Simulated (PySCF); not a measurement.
silole (C₄H₆Si), SMILES C1=C[SiH2]C=C1. Geometry: r2SCAN-D4/def2-SVP.

Q: Give the equilibrium geometry at r2SCAN-D4/def2-SVP (PySCF confirms it by a frequency run) as bond lengths and angles, and its point group. (The exact figures need the calculation; the answer reports its results.)

A: point group C2v.
Atoms: C1 C2 Si3 C4 C5 H6 H7 H8 H9 H10 H11. Bonded distances (Å): C1–C2 1.356, C1–C5 1.481, C1–H6 1.098, C2–Si3 1.875, C2–H7 1.093, Si3–C4 1.875, Si3–H8 1.496, Si3–H9 1.496, C4–C5 1.356, C4–H10 1.093, C5–H11 1.098. Angles (°): C2–C1–C5 117.1, C2–C1–H6 123.4, C5–C1–H6 119.5, C1–C2–Si3 106.5, C1–C2–H7 122.2, Si3–C2–H7 131.3, C2–Si3–C4 92.8, C2–Si3–H8 113.9, C2–Si3–H9 113.9, C4–Si3–H8 113.9, C4–Si3–H9 113.9, H8–Si3–H9 108.0, Si3–C4–C5 106.5, Si3–C4–H10 131.3, C5–C4–H10 122.2, C1–C5–C4 117.1, C1–C5–H11 119.5, C4–C5–H11 123.4.
Charge 0, spin multiplicity 1.
